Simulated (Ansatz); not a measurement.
The same ligand exchange along the group B, Al, Ga, In.

Isolated molecules relaxed with PBE0-D4/def2-TZVP in Ansatz; ΔE leaves out vibrations. CBS: MP2 limit from def2 TZ/QZ plus the TZ coupled-cluster correction, frozen cores. This one scheme is used for every species. Functionals use def2-TZVPP. def2 core potentials past Kr. For Br, Ga, In outer-core shells are correlated without core-valence functions, which leaves a few kJ/mol of doubt a bond. Scalar relativity is left out up to krypton. One conformer a species, not always the lowest.

```csv
reaction,PBE-D4 (eV),CCSD/CBS(def2) (eV),LDA (SPW92) (eV)
`C=CB(Cl)Cl` + HBr → `ClB(Cl)Br` + `C=C`,-0.39,-0.39,-0.34
`C=[CH][Al]([Cl])[Cl]` + HBr → `[Cl][Al]([Cl])[Br]` + `C=C`,-1.36,-1.48,-1.33
`C=[CH][Ga]([Cl])[Cl]` + HBr → `[Cl][Ga]([Cl])[Br]` + `C=C`,-1.09,-1.13,-1.02
`C=[CH][In]([Cl])[Cl]` + HBr → `[Cl][In]([Cl])[Br]` + `C=C`,-1.25,-1.34,-1.17
```

Q: Give the CCSD(T)/CBS values in the same order. (An estimate is asked.)

A: Ansatz gave: -0.39, -1.46, -1.10, -1.31 eV.

Largest T1 diagnostic: 0.013, for `C=[CH][In]([Cl])[Cl]`.
